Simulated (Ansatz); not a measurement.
Ansatz (an electronic-structure program) input:

Ansatz 0.2 input:
```yaml
crystal:
  periodic: [false, false, false]
  atoms:
    - {symbol: B, position_ang: [-0.90205527, -0.31568972, 0.00640587]}
    - {symbol: Cl, position_ang: [-1.75322113, 1.18162649, -0.00785653]}
    - {symbol: Br, position_ang: [0.98042958, -0.52883434, 0.00290091]}
basis:
  gaussian:
    orbitals: 6-31G
magnetization: {spin_polarized: true, initial_magnetization: 1}
correlation: {method: ccsd_t, electrons: outside_noble_gas}
```

### Question
What final total energy does it print?

### Answer
-3056.32750 Eh (CCSD(T)/6-31G). The basis has 49 functions.

It need not be the lowest isomer of its formula.
